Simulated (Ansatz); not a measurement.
`C[S][Cd][OH]` + HCl → `[OH][Cd][Cl]` + CH₃SH at 298.15 K and 1 bar (ligand exchange at a Cd–S bond).

Program: Ansatz. Geometries: PBE0-D4/def2-TZVP. ΔE: electronic, gas phase. CCSD(T)/CBS is the MP2 limit (def2-TZVPP, def2-QZVPP) plus CCSD(T) − MP2 in def2-TZVPP, frozen cores. This one scheme is used for every species. Elements past krypton have def2 core potentials. For Cd outer-core shells are correlated without core-valence functions, which leaves a few kJ/mol of doubt a bond. One conformer a species, not always the lowest.

| species | CCSD(T)/CBS energy (Eh) | H − E (kJ/mol) | S (J/(mol·K)) |
| --- | --- | --- | --- |
| `C[S][Cd][OH]` | -681.14943 | 156.1 | 358.6 |
| HCl | -460.38127 | 26.6 | 186.8 |
| `[OH][Cd][Cl]` | -703.31715 | 50.4 | 298.8 |
| CH₃SH | -438.22835 | 133.0 | 253.2 |

H − E and S are ideal-gas, rigid-rotor, harmonic terms from PBE0-D4/def2-TZVP, for one conformer and one mirror image of each species. 1 Eh = 2625.50 kJ/mol, R = 8.31446 J/(mol·K).

Q: By hand: ΔE, ΔH, ΔS and ΔG.

A: ΔE = (-703.31715) + (-438.22835) − (-681.14943) − (-460.38127) = -0.01480 Eh = -38.9 kJ/mol. Δ(H − E) = 50.4 + 133.0 − 156.1 − 26.6 = 0.7, so ΔH = -38.2 kJ/mol. ΔS = 298.8 + 253.2 − 358.6 − 186.8 = 6.6 J/(mol·K). ΔG = -38.2 − 298.15 × (6.6)/1000 = -40.2 kJ/mol.

Q: By hand: the equilibrium constant, and the temperature at which ΔG would vanish if ΔH and ΔS stayed fixed.

A: log₁₀ K = −ΔG/(RT ln 10) = 7.0. ΔH and −TΔS have one sign here, so there is no such temperature.

The number of gas molecules stays the same, so ΔS is small and ΔH decides. A doubt of 5 kJ/mol in ΔE shifts log₁₀ K by 0.9 here. Other conformers and mirror images would add mixing entropy, several J/(mol·K) or more a flexible species. These are equilibria of isolated gas molecules and say nothing of rates. Largest T1 diagnostic: 0.015 (customary marks: 0.02 for closed shells, 0.045 for open ones).

ΔS is within the doubt of such terms, so its sign, and with it that verdict, could turn.
